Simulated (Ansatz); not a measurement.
The inner images of a band of AlB₂BrH₄ (8 atoms, charge 0, multiplicity 1) are given out of order.

These are results of Ansatz 0.2.0, RKS PBE0-D4/def2-SVP, not measurements.

First end point:

```xyz
8
Properties=species:S:1:pos:R:3
B -0.001 1.511 -0.499
B 0.685 0.417 0.458
Al -0.376 -1.427 0.410
Br 0.354 -2.920 -1.135
H 0.246 1.560 -1.686
H -0.897 2.225 -0.099
H 1.666 0.449 1.164
H -1.585 -1.873 1.332
```

Last end point:

```xyz
8
Properties=species:S:1:pos:R:3
B 0.001 1.507 -0.501
B 0.688 0.419 0.461
Al -0.375 -1.424 0.411
Br 0.348 -2.911 -1.143
H -0.899 2.219 -0.103
H 0.246 1.554 -1.689
H 1.664 0.452 1.174
H -1.582 -1.874 1.335
```

Question: Put them in order from the first end to the last, with their energies above the first end.
A.
```xyz
8
Properties=species:S:1:pos:R:3
B -0.001 1.571 -0.534
B 0.527 0.367 0.416
Al -0.479 -1.484 0.547
Br 0.558 -2.799 -0.997
H -0.030 1.482 -1.742
H -0.448 2.598 -0.070
H 1.619 0.345 0.944
H -1.655 -2.137 1.381
```
B.
```xyz
8
Properties=species:S:1:pos:R:3
B 0.091 1.585 -0.591
B 0.518 0.348 0.454
Al -0.376 -1.572 0.430
Br 0.257 -3.105 -1.111
H -1.045 1.795 -0.956
H 0.914 2.330 -1.074
H 1.287 0.566 1.368
H -1.552 -2.003 1.424
```
C.
```xyz
8
Properties=species:S:1:pos:R:3
B 0.103 1.615 -0.612
B 0.486 0.309 0.506
Al -0.504 -1.554 0.515
Br 0.388 -2.974 -1.034
H -0.818 1.547 -1.397
H 0.746 2.641 -0.637
H 1.428 0.471 1.256
H -1.736 -2.113 1.348
```
D.
```xyz
8
Properties=species:S:1:pos:R:3
B 0.055 1.559 -0.563
B 0.544 0.398 0.455
Al -0.327 -1.535 0.392
Br 0.211 -3.065 -1.191
H -1.016 2.118 -0.451
H 0.716 1.876 -1.528
H 1.323 0.576 1.369
H -1.414 -1.984 1.461
```
E.
```xyz
8
Properties=species:S:1:pos:R:3
B 0.047 1.592 -0.568
B 0.484 0.340 0.458
Al -0.527 -1.509 0.593
Br 0.477 -2.798 -1.008
H -0.502 1.422 -1.633
H 0.235 2.753 -0.280
H 1.577 0.340 0.987
H -1.700 -2.196 1.396
```

Answer: A (+7.8 kJ/mol), E (+47.3 kJ/mol), C (+87.0 kJ/mol), B (+45.6 kJ/mol), D (+5.4 kJ/mol).

Run time: 7.3 min on 2 threads of Arm Neoverse N1, with other jobs on the host, peak memory 0.23 GiB.
